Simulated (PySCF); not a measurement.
Ligands exchanged one at a time, Ge Cl-H. All species are isolated molecules in the gas phase. Strings in code marks are SMILES.

These are CAM-B3LYP-D3(BJ)/def2-TZVP (PySCF 2.14.0) values and carry that method's errors. All candidates: neutral, multiplicity 1. Delta-SCF ions had no search for a lower state. Excitations are Tamm–Dancoff values on a coarser integration grid. The basis has no diffuse functions, so Rydberg states are missing or too high.

* **S1 excitation (TDA)**: 6.75 eV
* **vertical ionisation energy (Delta-SCF)**: 11.75 eV
* **T1 excitation (TDA)**: 6.25 eV

Task: Which member has these values?
A) `[Cl][GeH]([Cl])[Cl]`
B) `[Cl][GeH2][Cl]`
C) `[Cl][GeH3]`

Result: A, `[Cl][GeH]([Cl])[Cl]`. The others give `[Cl][GeH3]`: 7.07 eV, 11.34 eV, 6.53 eV; `[Cl][GeH2][Cl]`: 7.06 eV, 11.44 eV, 6.44 eV
